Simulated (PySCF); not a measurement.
**Ionisation energy of Cr⁺ by level of theory**

Cr⁺ [Ar] 3d5 (6S) → Cr²⁺ [Ar] 3d4 (5D), as a difference of total energies. Calculation: PySCF 2.14, in aug-cc-pVDZ-DK (7s6p4d2f, 59 functions); the spin-free X2C one-electron Hamiltonian (Gaussian nucleus). Correlated levels: valence: [Ar] frozen. The calculations carry no spin-orbit coupling.

| method | ionisation energy (eV) | plus first-order spin-orbit estimate | error of that sum (eV) |
| --- | --- | --- | --- |
| UHF | 15.061 | 15.013 | -1.473 |
| LDA | 17.430 | 17.382 | +0.896 |
| PBE | 17.112 | 17.064 | +0.578 |
| PBE0 | 16.791 | 16.744 | +0.258 |
| r2SCAN | 16.846 | 16.798 | +0.312 |
| wB97M-V | 16.563 | 16.515 | +0.029 |
| BHandHLYP | 16.248 | 16.201 | -0.285 |
| BP86 | 17.121 | 17.073 | +0.587 |
| PW91 | 17.177 | 17.129 | +0.643 |
| MP2 (valence) | 15.992 | 15.944 | -0.542 |
| SCS-MP2 (valence) | 15.371 | 15.323 | -1.163 |

Reference: 16.486 eV (measured; NIST Atomic Spectra Database, ionization energies).

A first-order spin-orbit estimate (lowest level to lowest level, LS coupling) adds -0.048 eV.

Errors of the correlated levels include the incompleteness of this basis and the frozen core.
